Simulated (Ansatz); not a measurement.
Ideal-gas functions of C2H4BN (`BC1C=N1`) at 400 K and 1 bar, from an Ansatz frequency run at PBE0-D4/def2-TZVP.

Molar mass 52.87 g/mol, point group C1 (symmetry number 1), electronic degeneracy 1, moments of inertia 21.401, 73.996, 76.92 u Å². Harmonic wavenumbers (cm⁻¹, unscaled): 220, 346, 371, 637, 809, 816, 980, 1010, 1042, 1073, 1144, 1248, 1346, 1834, 2584, 2667, 3135, 3242.

Use S(trans) = R[1.5 ln M + 2.5 ln T − 1.1517]; rotational temperatures θ = 24.2544 K / I; S(rot) = R[ln(√π/σ · √(T³/θAθBθC)) + 1.5]; for each mode x = 1.438777 ν̃/T, S = R[x/(eˣ − 1) − ln(1 − e⁻ˣ)] and H = RT x/(eˣ − 1); 1 cm⁻¹ = 0.0119627 kJ/mol; R = 8.31446 J/(mol·K).

**Question.** By hand: the entropy, in J/(mol·K).

**Answer.** Translation 164.4. Rotation: θ = 1.1333, 0.3278, 0.3153 K, giving 100.9. Vibration, mode by mode: 10.47, 7.01, 6.51, 3.03, 1.86, 1.82, 1.14, 1.04, 0.95, 0.87, 0.70, 0.52, 0.39, 0.09, 0.01, 0.01, 0.00, 0.00, in all 36.4. Electronic 0.0. Sum 301.7 J/(mol·K).

**Question.** By hand: H − E and G − E in kJ/mol, counted from the electronic energy.

**Answer.** Zero-point energy ½ × 24504 × 0.0119627 = 146.6; thermal vibration 9.2; translation, rotation and pV give 4 RT = 13.3. H − E = 169.1 kJ/mol, and G − E = 169.1 − 400 × 301.7/1000 = 48.4 kJ/mol.

Vibration gives 12 % of the entropy. The sum counts one conformer and one mirror image; others add a mixing term.
